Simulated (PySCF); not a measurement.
PySCF job for CrF₄, SMILES [F][Cr]([F])([F])[F] (connectivity only; charge and spin as stated), neutral, multiplicity 3, r2SCAN-D4/def2-SVP. Coordinates come from a r2SCAN-D4/def2-SVP optimisation. The spin state was assumed, not searched.

```python
import numpy as np
from pyscf import gto, scf, dft, df
from pyscf.hessian import thermo

mol = gto.M(
    atom='''
    Cr   -0.00000000   -0.00000000    0.00000000
    F     0.97779283    0.97779283    0.97779283
    F    -0.97779283    0.97779283   -0.97779283
    F    -0.97779283   -0.97779283    0.97779283
    F     0.97779283   -0.97779283   -0.97779283
    ''',
    basis='def2-SVP',
    charge=0,
    spin=2,
    max_memory=1600,
    verbose=3,
)
mf = dft.UKS(mol, xc='r2scan').density_fit(auxbasis='def2-universal-jkfit')
mf.disp = 'd4'
mf.grids.level = 4
mf.conv_tol = 1e-11
mf.max_cycle = 100
mf.kernel()
fine, coarse = mf.grids, dft.Grids(mol).set(level=1).build(with_non0tab=True)
for _ in range(3):  # follow internal instabilities
    mf.grids = coarse
    mo, _, stable, _ = mf.stability(return_status=True, nroots=4)
    mf.grids = fine
    if stable:
        break
    mf.kernel(mf.make_rdm1(mo, mf.mo_occ))

# [left out here: the lines that compute and print the analytic Hessian (its translational invariance restored by hand, since the grid's response is missing), thermochemistry and intensities]
```

It prints:

```

WARN: HOMO -0.328471160201413 >= LUMO -0.32847116020142

converged SCF energy = -1443.3672620655  <S^2> = 2.012031  2S+1 = 3.00801
<class 'pyscf.df.df_jk.DFUKS'> wavefunction is stable in the internal stability analysis

WARN: MGGA Hessian is sensitive to dft grids. grids.level 4 may not be dense enough.


WARN: DFTD4 does not support analytical Hessian, using finite difference.


WARN: Mole.unit (angstrom) is changed to Bohr

Mode                                 0                   1                   2
Irrep
Freq [cm^-1]                      193.8819            193.8820            193.8820
Reduced mass [au]                  22.7056             22.7056             22.7056
Force const [Dyne/A]                0.5029              0.5029              0.5029
Char temp [K]                     278.9530            278.9530            278.9530
Normal mode                   x     y     z       x     y     z       x     y     z
       0  Cr                 0.05 -0.02  0.04    0.03  0.07 -0.00    0.04 -0.02 -0.06
       1   F                -0.02  0.10  0.00    0.04 -0.02  0.08   -0.09 -0.00  0.06
       2   F                 0.02 -0.07  0.03   -0.08 -0.06 -0.03   -0.06  0.03  0.09
       3   F                -0.09  0.02 -0.06    0.04 -0.02 -0.08    0.01  0.09  0.02
       4   F                -0.06  0.00 -0.09   -0.07 -0.07  0.04    0.04 -0.07 -0.01
Mode                                 3                   4                   5
Irrep
Freq [cm^-1]                      198.3820            198.3820            730.0879
Reduced mass [au]                  18.9984             18.9984             18.9984
Force const [Dyne/A]                0.4405              0.4405              5.9665
Char temp [K]                     285.4275            285.4275           1050.4340
Normal mode                   x     y     z       x     y     z       x     y     z
       0  Cr                -0.00 -0.00  0.00    0.00 -0.00  0.00    0.00 -0.00 -0.00
       1   F                -0.09  0.05  0.04    0.00  0.08 -0.08    0.07  0.07  0.07
       2   F                 0.09  0.05 -0.04   -0.00  0.08  0.08   -0.07  0.07 -0.07
       3   F                 0.09 -0.05  0.04   -0.00 -0.08 -0.08   -0.07 -0.07  0.07
       4   F                -0.09 -0.05 -0.04    0.00 -0.08  0.08    0.07 -0.07 -0.07
Mode                                 6                   7                   8
Irrep
Freq [cm^-1]                      811.2999            811.2999            811.2999
Reduced mass [au]                  24.1566             24.1566             24.1566
Force const [Dyne/A]                9.3680              9.3680              9.3680
Char temp [K]                    1167.2799           1167.2799           1167.2799
Normal mode                   x     y     z       x     y     z       x     y     z
       0  Cr                 0.05 -0.03  0.06    0.04  0.07  0.00    0.05 -0.02 -0.06
       1   F                -0.06 -0.05 -0.06   -0.07 -0.07 -0.07    0.02  0.02  0.02
       2   F                -0.09  0.09 -0.09    0.02 -0.02  0.02   -0.02  0.02 -0.01
       3   F                 0.02  0.02 -0.02   -0.07 -0.07  0.07   -0.06 -0.05  0.06
       4   F                -0.01  0.01  0.01    0.02 -0.03 -0.03   -0.09  0.09  0.09
temperature 298.1500 [K]
pressure 101325.00 [Pa]
Rotational constants [GHz] 3.47789 3.47789 3.47789
Symmetry number 12
Zero-point energy (ZPE) 0.00944 [Eh]   24777.039 [J/mol]
                           tot       elec      trans        rot        vib
Entropy [J/mol/K]       317.446      9.134    169.258     89.956     49.097
Cv [J/mol/K]             74.729      0.000     12.472     12.472     49.786
Cp [J/mol/K]             83.043      0.000     20.786     12.472     49.786
Internal energy [J/mol]                      3718.434   3718.434  33085.254
Internal energy [Eh]   -1443.35183  -1443.36726
Enthalpy [J/mol]                             6197.391   3718.434  33085.254
Enthalpy [Eh]          -1443.35088
Gibbs free energy [J/mol]                  -44266.833 -23102.087  18446.864
Gibbs free energy [Eh] -1443.38693
mode   freq/cm-1   IR/(km/mol)
   1      193.88        24.536
   2      193.88        24.536
   3      193.88        24.536
   4      198.38         0.000
   5      198.38         0.000
   6      730.09         0.000
   7      811.30       157.590
   8      811.30       157.590
   9      811.30       157.590
max |gradient| / (hartree/bohr): 0.00011663573070103361
APT charges: [ 2.2645 -0.5645 -0.5645 -0.5645 -0.5645]
```

Self-consistency was reached.

Cost: around 4 core-minutes (rough).
